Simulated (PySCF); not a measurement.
C₂HCl₂, SMILES C(Cl)=[C]Cl, multiplicity 2. The structure is a stationary point at B3LYP-D3(BJ)/def2-SVP. The isomer is the one that the SMILES or the coordinates give; other isomers of the formula were not compared.

The numbers are results of PySCF with B3LYP-D3(BJ)/def2-SVP, not measurements.

Harmonic wavenumbers (cm⁻¹): 133, 371, 560, 690, 744, 790, 1207, 1696, 3211. Rotational constants (GHz): 14.49, 2.187, 1.900; symmetry number 1.

Q: Work out the zero-point energy and the ideal-gas rigid-rotor harmonic-oscillator thermochemistry at 298.15 K and 1 atm.

A: ZPE = ½ Σ hcν = ½ × 9402 cm⁻¹ = 13.44 kcal/mol. H − E(el) = 16.76 kcal/mol. Entropy in cal/(mol K): translation 39.59, rotation 26.08, vibration 5.34, spin 1.38, total 72.39. G − E(el) = -4.83 kcal/mol. Cp = 15.02 cal/(mol K). Modes under 150 cm⁻¹ make the vibrational entropy uncertain.
